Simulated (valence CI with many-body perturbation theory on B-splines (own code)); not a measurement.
# E1 line list for Re44+

Level of theory: valence CI with perturbative core correlation (CI+MBPT): three valence electrons over a frozen Dirac-Fock core [Ar] 3d10, a basis of 11 s, 11 p, 10 d, 8 f, 5 g, 2 h functions for each j, with the one-electron correlation potential Σ1, the two-electron term Σ2, the three-electron term Σ3, Breit, model QED; selected CI, second order for the rest, scaled by the run's own slope (own B-spline code, finite nucleus).

The last digits are not significant, and no measured levels were compared; by estimate large intervals hold to a few tenths of a per cent, small ones and those within an open d or f shell to about a per cent.

Lines 101 to 150 of 538 in falling wavelength, among levels below 855.95 eV, chosen from the strongest by gf and those to the six lowest levels. Wavelengths and rates use the calculated energies. Electric multipoles are in the length gauge, E1 and E2 with the static RPA response of the core. Weak lines are less certain than strong ones. Lines between different terms over intervals too small for the method are left out, as are lines whose strength nearly cancels. Where a level lies close to another of its J and parity, the split of strength between their lines is uncertain. The highest levels of a list are the least certain.

Levels are named by their leading jj configuration (3d3/2^4 stands for four electrons in 3d with j = 3/2), which in mixed levels can hold well under half, so a name can repeat and another be missing. Letters in brackets count levels of one name in rising energy.

| λ vac (Å) | Upper | Lower | A (s⁻¹) | S (a.u.) |
| --- | --- | --- | --- | --- |
| 68.44 | (4p1/2 4d5/2^2) J=9/2 | (4p1/2 4p3/2 4d5/2) J=7/2 [b] | 6.19e+11 | 9.79e-01 |
| 68.43 | (4s 4p3/2 4f5/2) J=7/2 [b] | (4s 4p3/2 4d3/2) J=5/2 [b] | 7.01e+10 | 8.87e-02 |
| 68.41 | (4s 4d5/2^2) J=3/2 | (4s 4p3/2 4d5/2) J=1/2 | 3.23e+11 | 2.04e-01 |
| 68.40 | (4s 4d5/2 4f7/2) J=3/2 | (4s 4p3/2 4f7/2) J=3/2 | 1.79e+11 | 1.13e-01 |
| 68.39 | (4p1/2^2 4d5/2) J=5/2 | (4p1/2^2 4p3/2) J=3/2 | 2.17e+11 | 2.06e-01 |
| 68.34 | (4p1/2 4p3/2 4f7/2) J=9/2 [b] | (4p1/2 4p3/2 4d5/2) J=9/2 | 6.39e+10 | 1.01e-01 |
| 68.32 | (4s 4d5/2 4f7/2) J=11/2 [a] | (4s 4d5/2^2) J=9/2 [a] | 5.20e+10 | 9.82e-02 |
| 68.30 | (4s 4p3/2 4f7/2) J=3/2 | (4s 4p3/2 4d5/2) J=3/2 [a] | 1.96e+11 | 1.23e-01 |
| 68.21 | (4s^2 4d5/2) J=5/2 | (4s^2 4p3/2) J=3/2 | 1.42e+11 | 1.33e-01 |
| 68.03 | (4p1/2 4d5/2^2) J=5/2 | (4p1/2 4p3/2 4d5/2) J=5/2 [a] | 3.76e+11 | 3.50e-01 |
| 68.02 | (4p3/2 4d3/2 4d5/2) J=9/2 [b] | (4s 4p3/2 4f5/2) J=7/2 [b] | 2.75e+11 | 4.28e-01 |
| 68.02 | (4p1/2 4d5/2^2) J=7/2 | (4p1/2 4p3/2 4d5/2) J=5/2 [b] | 8.34e+11 | 1.04e+00 |
| 68.01 | (4p1/2 4d5/2^2) J=1/2 | (4p1/2 4p3/2 4d5/2) J=3/2 [b] | 4.76e+11 | 1.48e-01 |
| 67.96 | (4p1/2 4p3/2 4f7/2) J=11/2 | (4p1/2 4p3/2 4d5/2) J=9/2 | 2.49e+11 | 4.64e-01 |
| 67.89 | (4p1/2 4p3/2 4d5/2) J=3/2 [b] | (4p1/2 4p3/2^2) J=1/2 | 2.65e+11 | 1.64e-01 |
| 67.89 | (4p3/2 4d3/2 4d5/2) J=7/2 [a] | (4s 4p3/2 4f7/2) J=5/2 [a] | 5.95e+10 | 7.35e-02 |
| 67.87 | (4p1/2 4d5/2^2) J=3/2 | (4p1/2 4p3/2 4d5/2) J=3/2 [a] | 3.15e+11 | 1.94e-01 |
| 67.78 | (4s^2 4f7/2) J=7/2 | (4s^2 4d5/2) J=5/2 | 1.52e+11 | 1.86e-01 |
| 67.64 | (4p3/2 4d3/2 4d5/2) J=7/2 [b] | (4s 4p3/2 4f5/2) J=5/2 [b] | 5.35e+10 | 6.54e-02 |
| 67.62 | (4p1/2 4p3/2 4d5/2) J=1/2 | (4p1/2 4p3/2^2) J=1/2 | 4.29e+11 | 1.31e-01 |
| 67.58 | (4s 4d3/2 4d5/2) J=5/2 [a] | (4s 4p3/2 4d3/2) J=3/2 [a] | 9.41e+10 | 8.60e-02 |
| 67.55 | (4p1/2 4d3/2 4d5/2) J=1/2 | (4p1/2 4p3/2 4d3/2) J=1/2 [a] | 3.03e+11 | 9.22e-02 |
| 67.54 | (4s 4p3/2 4f7/2) J=9/2 [a] | (4s 4p3/2 4d5/2) J=9/2 | 1.34e+11 | 2.03e-01 |
| 67.48 | (4s 4p3/2 4f7/2) J=9/2 [b] | (4s 4p3/2 4d5/2) J=7/2 [a] | 1.00e+11 | 1.52e-01 |
| 67.47 | (4s 4d5/2 4f5/2) J=3/2 [a] | (4s 4p3/2 4f5/2) J=1/2 | 1.39e+11 | 8.42e-02 |
| 67.43 | (4s 4d5/2 4f7/2) J=9/2 | (4s 4p3/2 4f7/2) J=7/2 [a] | 1.28e+11 | 1.93e-01 |
| 67.38 | (4s 4p1/2 4d5/2) J=7/2 | (4s 4p1/2 4p3/2) J=5/2 | 2.40e+11 | 2.89e-01 |
| 67.33 | (4p1/2 4p3/2 4f7/2) J=9/2 [b] | (4p1/2 4p3/2 4d5/2) J=7/2 [a] | 3.79e+11 | 5.70e-01 |
| 67.32 | (4s 4d5/2 4f5/2) J=7/2 [b] | (4s 4p3/2 4f5/2) J=7/2 [a] | 8.50e+10 | 1.02e-01 |
| 67.27 | (4p1/2 4p3/2 4d3/2) J=7/2 | (4s 4p1/2 4d5/2) J=5/2 [b] | 6.22e+10 | 7.47e-02 |
| 67.22 | (4s 4p3/2 4d5/2) J=1/2 | (4s 4p3/2^2) J=1/2 | 4.57e+11 | 1.37e-01 |
| 67.12 | (4s 4d5/2^2) J=5/2 | (4s 4p3/2 4d5/2) J=3/2 [a] | 1.08e+11 | 9.64e-02 |
| 67.03 | (4p1/2 4d5/2^2) J=7/2 | (4p1/2 4p3/2 4d5/2) J=7/2 [b] | 6.68e+10 | 7.94e-02 |
| 66.92 | (4s 4d5/2 4f7/2) J=5/2 | (4s 4p3/2 4f7/2) J=5/2 [a] | 7.21e+10 | 6.40e-02 |
| 66.92 | (4s 4d5/2 4f5/2) J=7/2 [a] | (4s 4d3/2 4d5/2) J=5/2 [b] | 5.45e+10 | 6.45e-02 |
| 66.89 | (4s 4d5/2 4f5/2) J=5/2 [c] | (4s 4p3/2 4f5/2) J=3/2 [a] | 2.21e+11 | 1.96e-01 |
| 66.77 | (4s 4p3/2 4d5/2) J=7/2 [a] | (4s 4p3/2^2) J=5/2 | 1.01e+11 | 1.19e-01 |
| 66.59 | (4s 4d5/2 4f7/2) J=7/2 [a] | (4s 4p3/2 4f7/2) J=7/2 [a] | 6.01e+10 | 7.01e-02 |
| 66.50 | (4s 4d5/2 4f7/2) J=9/2 | (4s 4p3/2 4f7/2) J=9/2 [a] | 3.26e+11 | 4.73e-01 |
| 66.50 | (4p3/2^2 4d5/2) J=3/2 | (4p3/2^3) J=3/2 | 6.98e+11 | 4.05e-01 |
| 66.46 | (4s 4d3/2 4d5/2) J=3/2 [a] | (4s 4p3/2 4d3/2) J=1/2 [a] | 1.78e+11 | 1.03e-01 |
| 66.40 | (4p1/2 4p3/2 4d5/2) J=7/2 [b] | (4p1/2 4p3/2^2) J=5/2 | 5.68e+11 | 6.56e-01 |
| 66.26 | (4s 4p3/2 4f7/2) J=11/2 | (4s 4p3/2 4d5/2) J=9/2 | 3.11e+11 | 5.36e-01 |
| 66.23 | (4s 4p1/2 4d5/2) J=5/2 [a] | (4s 4p1/2 4p3/2) J=3/2 [a] | 3.35e+11 | 2.88e-01 |
| 66.18 | (4s 4d3/2 4d5/2) J=7/2 [b] | (4s 4p3/2 4d3/2) J=5/2 [a] | 7.98e+10 | 9.13e-02 |
| 65.89 | (4s 4d5/2 4f7/2) J=11/2 [a] | (4s 4p3/2 4f7/2) J=9/2 [a] | 1.15e+11 | 1.96e-01 |
| 65.86 | (4s 4p3/2 4d5/2) J=3/2 [b] | (4s 4p3/2^2) J=1/2 | 3.51e+11 | 1.98e-01 |
| 65.82 | (4s 4p3/2 4f7/2) J=7/2 [b] | (4s 4p3/2 4d5/2) J=5/2 [a] | 2.03e+11 | 2.29e-01 |
| 65.82 | (4s 4d3/2 4d5/2) J=7/2 [b] | (4s 4p3/2 4d3/2) J=7/2 | 5.61e+10 | 6.32e-02 |
| 65.80 | (4p1/2 4p3/2 4f7/2) J=7/2 [b] | (4p1/2 4p3/2 4d3/2) J=5/2 [b] | 2.11e+11 | 2.37e-01 |
